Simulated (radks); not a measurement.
Problem. These are the eigenvalues of the occupied orbitals of an atom or ion with whole-number occupations (eV). Calculated with a radial shooting solver on a logarithmic mesh with Libxc functionals: Dirac Kohn-Sham, PBE, spin-unpolarised, spherical densities, finite nucleus; Fermi nuclear charge, rms radius of each element as measured or else 0.836 A^(1/3) + 0.57 fm.

1s1/2: -10293.41
2s1/2: -1890.017
2p1/2: -1759.285
2p3/2: -1734.570
3s1/2: -718.5576

Which element is it, and in what charge state? The configuration may be excited. Open shells, if any, fill j = l - 1/2 first.

Solution. Z = 30, zinc, charge +19: Zn19+ in [Ne] 3s1. The list shows which subshells hold electrons but not how many an open one holds; the 1s level, -378.28 hartree, gives Z - s = 27.5 by -(Z - s)^2/2, which with screening and relativity narrows Z to a few neighbours, and the depths of the outer levels then fix element, charge and occupations together.
